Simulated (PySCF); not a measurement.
**Potential energy of MgTe⁻ along the bond**

Set-up: basis Mg def2-SVPD, Te def2-SVPD with ECP28; scalar-relativistic core potentials; PySCF 2.14. Energies in eV from Mg + Te⁻ in their ground configurations at the same level. State: ²Σ⁺ (doublet), unpaired electrons σ ↑.

```json
{"R (Å)": "2.219", "PW91": "-0.998", "r²SCAN": "-1.168", "PBE0": "-0.970"}
{"R (Å)": "2.322", "PW91": "-1.422", "r²SCAN": "-1.586", "PBE0": "-1.385"}
{"R (Å)": "2.425", "PW91": "-1.658", "r²SCAN": "-1.812", "PBE0": "-1.609"}
{"R (Å)": "2.503", "PW91": "-1.745", "r²SCAN": "-1.889", "PBE0": "-1.685"}
{"R (Å)": "2.580", "PW91": "-1.775", "r²SCAN": "-1.908", "PBE0": "-1.704"}
{"R (Å)": "2.657", "PW91": "-1.761", "r²SCAN": "-1.882", "PBE0": "-1.679"}
{"R (Å)": "2.761", "PW91": "-1.695", "r²SCAN": "-1.798", "PBE0": "-1.598"}
{"R (Å)": "2.890", "PW91": "-1.562", "r²SCAN": "-1.643", "PBE0": "-1.449"}
{"R (Å)": "3.044", "PW91": "-1.366", "r²SCAN": "-1.421", "PBE0": "-1.241"}
{"R (Å)": "3.251", "PW91": "-1.097", "r²SCAN": "-1.120", "PBE0": "-0.969"}
```

**Question.** Put a parabola through the three lowest points of the PW91 curve and estimate Re, k and ωe (reduced mass 20.25 u; 1 eV/Å² = 0.16022 mdyn/Å; ωe = 1302.8·√(k/μ) cm⁻¹).

**Answer.** Through R = 2.503, 2.58, 2.657 Å the second-order coefficient is 3.71 eV/Å², so Re ≈ 2.594 Å, k ≈ 1.19 mdyn/Å and ωe ≈ 316 cm⁻¹. A polynomial fit of higher order to the unrounded PW91 energies gives Re = 2.591 Å, k = 1.11 mdyn/Å, ωe = 305 cm⁻¹; anharmonicity and rounding make the difference.

The higher-order fit for each curve: PW91: Re = 2.591 Å, ωe = 305 cm⁻¹, De = 1.78 eV; r²SCAN: Re = 2.570 Å, ωe = 321 cm⁻¹, De = 1.91 eV; PBE0: Re = 2.571 Å, ωe = 317 cm⁻¹, De = 1.70 eV.

Spin–orbit coupling is left out, which matters for elements this heavy, above all for dissociation energies. For an ion De counts to the pair picked by the measured ionisation energies or electron affinities, which need not be the lowest pair at this level. The highest Kohn–Sham level is positive in this anion. Much of that is self-interaction error, but it also means that the finite basis helps to hold the extra electron. The state is the lowest determinant that a PBE0 search found; another state may lie lower at other levels.
